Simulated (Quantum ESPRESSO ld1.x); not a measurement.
Question: All-electron atom: As9+ in [Ar] 3d6. Calculated with ld1.x of Quantum ESPRESSO 7.5: scalar-relativistic Kohn-Sham, LDA (Slater exchange, Perdew-Zunger correlation), spin-unpolarised, spherical densities, point nucleus. Some entries of the table are withheld. Estimate them.

| orbital | occ. | eigenvalue (eV) | r(max) (bohr) |
|---|---|---|---|
| 1s | 2 | -11915.5 | (1) |
| 2s | 2 | -1702.95 | 0.1703 |
| 2p | 6 | -1521.67 | 0.1363 |
| 3s | 2 | -387.072 | 0.5118 |
| 3p | 6 | -329.946 | (2) |
| 3d | 6 | -236.384 | 0.4437 |

Answer: 
(1) 1s r(max) (bohr): 0.02978
(2) 3p r(max) (bohr): 0.5064
